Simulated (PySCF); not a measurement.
Geometry:
```tsv
atom	x (Å)	y (Å)	z (Å)
O1	-0.918	-1.451	1.451
S2	-1.468	-0.753	0.307
O3	-2.114	-1.463	-0.784
O4	-2.553	0.315	0.881
C5	-0.205	0.330	-0.344
C6	0.989	-0.550	-0.806
Si7	1.897	-0.054	0.797
C8	0.436	1.170	0.789
H9	-3.313	0.288	0.280
H10	-0.713	0.895	-1.142
H11	1.459	-0.111	-1.699
H12	0.741	-1.596	-1.035
H13	1.955	-1.055	1.894
H14	3.250	0.554	0.609
H15	0.732	2.158	0.405
H16	-0.194	1.321	1.676
```

Theoretical values (PySCF 2.14.0 with density-fitted response routines): shielding tensors at PBE0/pcSseg-1 (GIAO), geometry: PBE0-D3(BJ)/def2-SVP. Rapidly exchanging positions averaged, no solvent, non-relativistic, one computed conformer.

Referencing at the same level of theory: ¹³C, ¹H, ²⁹Si against TMS; ¹⁷O against H2O; CS2 for ³³S.

```json
{"atoms": "H9", "nucleus": "¹H", "count": "1", "Hirshfeld charge": "0.19", "δ (ppm)": "4.22"}
{"atoms": "H12/H16", "nucleus": "¹H", "count": "2", "Hirshfeld charge": "0.04", "δ (ppm)": "1.65"}
{"atoms": "C6/C8", "nucleus": "¹³C", "count": "2", "Hirshfeld charge": "-0.16", "δ (ppm)": "12.4"}
{"atoms": "H14", "nucleus": "¹H", "count": "1", "Hirshfeld charge": "-0.08", "δ (ppm)": "?"}
{"atoms": "H11/H15", "nucleus": "¹H", "count": "2", "Hirshfeld charge": "0.05", "δ (ppm)": "?"}
{"atoms": "H13", "nucleus": "¹H", "count": "1", "Hirshfeld charge": "-0.07", "δ (ppm)": "5.12"}
{"atoms": "Si7", "nucleus": "²⁹Si", "count": "1", "Hirshfeld charge": "0.35", "δ (ppm)": "-20.0"}
{"atoms": "S2", "nucleus": "³³S", "count": "1", "Hirshfeld charge": "0.56", "δ (ppm)": "?"}
{"atoms": "O4", "nucleus": "¹⁷O", "count": "1", "Hirshfeld charge": "-0.20", "δ (ppm)": "?"}
{"atoms": "O1/O3", "nucleus": "¹⁷O", "count": "2", "Hirshfeld charge": "-0.30", "δ (ppm)": "229.2"}
{"atoms": "H10", "nucleus": "¹H", "count": "1", "Hirshfeld charge": "0.05", "δ (ppm)": "3.72"}
{"atoms": "C5", "nucleus": "¹³C", "count": "1", "Hirshfeld charge": "-0.04", "δ (ppm)": "65.5"}
```

Question: Complete the table.

Answer: 
- H14: 4.85 ppm, hydrogen on a silicon bonded to 2 C, in a 4-membered ring
- H11/H15: 1.76 ppm, hydrogen on an sp3 CH2 bonded to Si
- O4: 202.4 ppm, oxygen bonded to S, H
- S2: 346 ppm, sulfonyl sulfur

Exchangeable OH/NH protons stand at their gas-phase positions; hydrogen bonding in a real sample shifts them, mostly to higher δ. Shifts are as computed. Against solution values, carbons near 30 ppm lie about +2 ppm off and those near 130 ppm about +5 ppm. Of 1313 compounds with measured shifts, 239 miss one by over three times the rms of a fit or turn the order of signals round; such compounds aren't used in these exercises. Experimental scales use liquid or dissolved standards, which lie at an offset from isolated H2O (liquid H2O: subtract about 36 ppm).
